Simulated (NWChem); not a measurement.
System meant: BH₂O₂Br; SMILES OB(O)Br

Input file for NWChem:

```
start job
memory heap 200 mb stack 900 mb global 1100 mb
geometry units angstroms noautoz
  B     -0.019907     0.949415     0.000000
  Br     0.052214    -0.987107     0.000000
  O     -1.232262     1.531156     0.000000
  H     -1.165022     2.493533     0.000000
  O      1.116650     1.683089     0.000000
  H      1.917396     1.149756     0.000000
end
basis spherical
  * library def2-svp
end
dft
  xc xpbe96 cpbe96
  iterations 4
  mulliken
end
task dft energy
```

End of the output:

```
    Atom       Charge   Shell Charges
 -----------   ------   -------------------------------------------------------
    1 B    5     5.41   1.96  0.50  0.23  1.47  0.78  0.47
    2 Br  35    34.90   2.00  2.00  1.96  1.11  0.68  5.99  5.81  2.46  2.85  7.83  2.04  0.17
    3 O    8     7.95   1.97  0.85  0.55  2.71  1.85  0.02
    4 H    1     0.89   0.55  0.16  0.18
    5 O    8     7.96   1.97  0.84  0.55  2.70  1.87  0.02
    6 H    1     0.89   0.55  0.17  0.18

 center of mass
 --------------
 x =  -0.01449046 y =  -0.18704419 z =   0.00000000

 moments of inertia (a.u.)
 ------------------
         631.928813101655          -0.000000000000           0.000000000000
          -0.000000000000         175.973354331552           0.000000000000
           0.000000000000           0.000000000000         807.902167433207

     Multipole analysis of the density
     ---------------------------------

     L   x y z        total         alpha         beta         nuclear
     -   - - -        -----         -----         ----         -------
     0   0 0 0     -0.000000    -29.000000    -29.000000     58.000000

     1   1 0 0      0.563634      0.281817      0.281817      0.000000
     1   0 1 0      0.619635      0.309818      0.309818      0.000000
     1   0 0 1     -0.000000     -0.000000     -0.000000      0.000000

     2   2 0 0    -24.445208    -60.608045    -60.608045     96.770882
     2   1 1 0     -1.118467      0.062492      0.062492     -1.243450
     2   1 0 1     -0.000000     -0.000000     -0.000000      0.000000
     2   0 2 0    -22.796313   -167.950201   -167.950201    313.104088
     2   0 1 1     -0.000000     -0.000000     -0.000000      0.000000
     2   0 0 2    -26.152606    -13.076303    -13.076303      0.000000

 ------------------------------------------------------------------------
 dft energy failed                                                                                  0
 ------------------------------------------------------------------------
 ------------------------------------------------------------------------
  current input line :
    19: task dft energy
 ------------------------------------------------------------------------
 ------------------------------------------------------------------------
 This type of error is most commonly associated with calculations not reaching convergence criteria
 ------------------------------------------------------------------------
 For more information see the NWChem manual at https://nwchemgit.github.io

0:dft energy failed:Received an Error in Communication
```

Task: Can this run be used? If not, why, and what is the fix?

Result: Convergence was not reached. Cause: the SCF was allowed too few iterations. This input runs:
```
start job
memory heap 200 mb stack 900 mb global 1100 mb
geometry units angstroms noautoz
  B     -0.019907     0.949415     0.000000
  Br     0.052214    -0.987107     0.000000
  O     -1.232262     1.531156     0.000000
  H     -1.165022     2.493533     0.000000
  O      1.116650     1.683089     0.000000
  H      1.917396     1.149756     0.000000
end
basis spherical
  * library def2-svp
end
dft
  xc xpbe96 cpbe96
  iterations 150
  mulliken
end
task dft energy
```
It converges to -2749.77696 Ha (PBE/def2-SVP).
